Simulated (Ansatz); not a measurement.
# Strength of the Si–Si bond: Si2N2H8 → 2 SiH2(NH2)

Species: Si2N2H8 `N[SiH2][SiH2]N`, singlet; SiH2(NH2), doublet. 

Shapes, held fixed at every level: PBE0-D4/def2-TZVP. Flexible molecules stand in one conformer, not always the lowest. Programs: Ansatz 0.2.0. The zero-point and thermal change to 298 K, harmonic and unscaled (PBE0-D4/def2-TZVP), is -10.5 kJ/mol.

Question: Estimate ΔH(298 K) of this reaction.

Answer: The highest level, CCSD(T)/CBS estimate, gives ΔH(298 K) = +308.1 kJ/mol; the levels span +216.5 to +318.0. The column of differences is taken from that level and isn't an error. Hartree–Fock misses the correlation of the pair that is broken and comes out low. No measured value is set beside it here. Open shells run unrestricted unless RO is named. The CBS estimate extrapolates MP2 from def2-TZVPP and def2-QZVPP and adds CCSD(T) − MP2 in the triple-zeta set, cores frozen.

```
                level                   kind  ΔH(298 K) (kJ/mol)  less CCSD(T)/CBS estimate
          HF/def2-SVP           Hartree–Fock              +224.4                      -83.7
        HF/def2-TZVPP           Hartree–Fock              +216.5                      -91.6
     SPW92/def2-TZVPP                    LDA              +318.0                       +9.9
  B3LYP-D4/def2-TZVPP          global hybrid              +283.8                      -24.3
   PBE0-D4/def2-TZVPP          global hybrid              +290.6                      -17.5
r2SCAN0-D4/def2-TZVPP          global hybrid              +279.5                      -28.6
 CCSD(T)/CBS estimate  coupled cluster or CI              +308.1                        0.0
```
